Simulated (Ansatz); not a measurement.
A calculation with Ansatz (development build ahead of 0.2.0).

```yaml
crystal:
  periodic: [false, false, false]
  atoms:
    - { symbol: Ag, position_ang: [0.03627, -0.0548, 0.08775] }
    - { symbol: H, position_ang: [-0.10201, 0.09949, 1.48194] }
basis:
  gaussian: { orbitals: def2-SVP }
hamiltonian:
  xc: hf
correlation:
  method: mp2
  frozen_orbitals: { Ag: 0, H: 0 }
```

The input is written out in the form of the current development build from the run's settings. The basis set brings a core potential for Ag, so the total leaves out those core electrons.

Output:

```
Converged                       : yes
Reference energy                : -146.60322 hartree
Correlation energy              : -0.36582 hartree
Total energy                    : -146.96904 hartree
Spin squared of the determinant : 0.000
```
